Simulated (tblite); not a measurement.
Species: C3H6ClOSi2 (doublet state).
Numbering: `[CH:1]#[C:2][CH2:3][Si:4]([Cl:5])[O:6][SiH3:7]` (hydrogens: H8 on C1; H9, H10 on C3; H11, H12, H13 on Si7)

Structure used (GFN2-xTB), in Å, numbered top down from 1:
```
atom  x, y, z in Å
C1    -2.056    1.598   -0.417
C2    -1.812    0.426   -0.388
C3    -1.479   -0.974   -0.353
Si4    0.183   -1.336   -1.264
Cl5    0.883   -3.152   -0.648
O6     1.260   -0.217   -0.823
Si7    2.087    0.785    0.161
H8    -2.295    2.618   -0.439
H9    -1.362   -1.286    0.690
H10   -2.292   -1.556   -0.788
H11    2.395    1.928   -0.689
H12    1.215    1.122    1.285
H13    3.269    0.044    0.595
```

Method: GFN2-xTB as coded in tblite; computed harmonic values from a numerical Hessian at the method's own geometry, unscaled. The method is semi-empirical: single wavenumbers can be off by several per cent or more. Modes of hydrogen on silicon can be 10 to 20 % off. One conformer, not necessarily the lowest. Open shells enter through the occupations alone, without spin polarisation, and single modes of such species can be off by tens of per cent. The optimisation stopped once no atom felt more than 0.01 eV/Å.

Lowest wavenumbers of the output (negative numbers stand for imaginary wavenumbers):
```
mode    cm-1
  1     -27.3
  2      32.5
  3      44.5
  4      65.2
  5      95.0
  6     153.1
  7     200.3
  8     227.3
```

Task: Is this structure a minimum?

Result: Not by this Hessian. 1 mode is imaginary beyond 20i (27i cm⁻¹), so at this level the point lies at or near a first-order saddle. The curvature is small, so loose convergence or finite differences may be the whole cause.

Task: Which atoms move in the imaginary mode?

Result: 27i: H11 (hydrogen on silicon) 33 %, H13 (hydrogen on silicon) 27 %, H12 (hydrogen on silicon) 20 %. These are shares of the mass-weighted motion.

Task: What is the remedy?

Result: Step along that mode in both directions, optimise again with tighter thresholds and repeat the frequencies. The zero-point energy of this point (47.2 kcal/mol) counts the 32 real modes alone, and thermal corrections from it aren't those of a minimum.

On an Arm Neoverse V1 with one thread, no GPU, shared host, this took 0.52 s of wall time. This covers the Hessian and the dipole derivatives.
